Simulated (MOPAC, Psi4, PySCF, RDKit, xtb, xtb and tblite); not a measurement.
Two geometries of C10H16O, SMILES CC(C)(C)CCc1ccco1, relaxed at GFN2-xTB with one dihedral held; other torsions can differ between them too.

Structure A

```
27

C     -2.4603    -0.4332     1.2285
C     -1.7005     0.1129     0.0143
C     -1.8955     1.6285    -0.0529
C     -2.2677    -0.5378    -1.2492
C     -0.2128    -0.2404     0.1935
C      0.7430     0.3379    -0.8638
C      1.2778     1.6796    -0.4916
C      2.0167     2.0963     0.5767
C      2.2286     3.4859     0.3990
C      1.6060     3.8112    -0.7636
O      1.0292     2.7255    -1.3095
H     -2.3253    -1.5094     1.3145
H     -3.5246    -0.2292     1.1355
H     -2.1032     0.0310     2.1452
H     -2.9562     1.8706    -0.0717
H     -1.4498     2.1094     0.8154
H     -1.4390     2.0434    -0.9468
H     -3.3342    -0.3380    -1.3256
H     -1.7918    -0.1491    -2.1457
H     -2.1230    -1.6159    -1.2233
H     -0.1265    -1.3294     0.1785
H      0.1144     0.0997     1.1774
H      0.2534     0.4169    -1.8331
H      1.5886    -0.3473    -0.9737
H      2.3719     1.4923     1.3867
H      2.7700     4.1437     1.0477
H      1.5040     4.7388    -1.2906
```

Structure B

```
27

C      2.6019    -0.3626     1.1845
C      1.7516     0.1178     0.0031
C      1.9766     1.6185    -0.1934
C      2.1894    -0.6372    -1.2537
C      0.2779    -0.1749     0.3356
C     -0.7447     0.3631    -0.6776
C     -2.0761    -0.2704    -0.4641
C     -2.6566    -1.3666    -1.0308
C     -3.9179    -1.5204    -0.4031
C     -4.0085    -0.5091     0.4992
O     -2.8997     0.2516     0.4707
H      2.4496    -1.4254     1.3590
H      3.6586    -0.1970     0.9865
H      2.3370     0.1746     2.0924
H      3.0377     1.8264    -0.3135
H      1.6156     2.1752     0.6686
H      1.4602     1.9782    -1.0794
H      3.2530    -0.4886    -1.4272
H      1.6561    -0.2866    -2.1335
H      2.0069    -1.7037    -1.1425
H      0.1529    -1.2587     0.4054
H      0.0435     0.2450     1.3160
H     -0.8421     1.4437    -0.5696
H     -0.4213     0.1357    -1.6932
H     -2.2421    -1.9844    -1.8012
H     -4.6490    -2.2774    -0.6005
H     -4.7777    -0.2296     1.1914
```

Which is lower in energy at the level Psi4 with PBE0-D3(BJ)/def2-SVP // GFN2-xTB, and by how much?

B is lower, by 0.47 kcal/mol (dihedral C2–C5–C6–C7: 90° in A, 165° in B).

E(B) − E(A) in kcal/mol at the other levels, on the same two geometries: GFN2-xTB (xtb and tblite) -0.38; MMFF94 // GFN2-xTB (RDKit) -1.96; PBE0/def2-SVP // GFN2-xTB (Psi4) -1.24; PBE/def2-SVP // GFN2-xTB (Psi4) -1.14; PBE-D3(BJ)/def2-SVP // GFN2-xTB (Psi4) -0.35; UFF // GFN2-xTB (RDKit) -2.11; PM7, restricted, heats of formation // GFN2-xTB (MOPAC) -0.07; PM6, restricted, heats of formation // GFN2-xTB (MOPAC) -0.34; GFN1-xTB // GFN2-xTB (xtb) -0.05; restricted B3LYP/6-31G*, spherical d, density fitting // GFN2-xTB (PySCF) -1.65; restricted B3LYP/3-21G, density fitting // GFN2-xTB (PySCF) -0.61; restricted BP86/6-31G*, spherical d, density fitting // GFN2-xTB (PySCF) -1.57.
